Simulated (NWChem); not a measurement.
C$_{2}$H$_{3}$I; SMILES C=CI

```xyz
6

C     -0.3446     2.4461     0.0000
C      0.5241     1.4413     0.0000
I     -0.0242    -0.5788     0.0000
H     -1.4269     2.2958     0.0000
H      0.0276     3.4758     0.0000
H      1.6076     1.5829     0.0000
```
Atoms are numbered in this order, from 1.

All runs: NWChem. The geometry was optimised at PBE0/def2-SVP. No frequency run checked for a minimum. def2 effective core potentials on I; no spin-orbit coupling. Ions are spin-unrestricted doublets at the neutral geometry; other ion states weren't tried.

Question: What does the run give for CAM-B3LYP/def2-SVP? Quantities: vertical ionisation energy, ΔSCF (eV); −ε(HOMO) (eV).

Answer: 
```yaml
vertical ionisation energy, ΔSCF (eV): 9.32
"−ε(HOMO) (eV)": 8.21
```
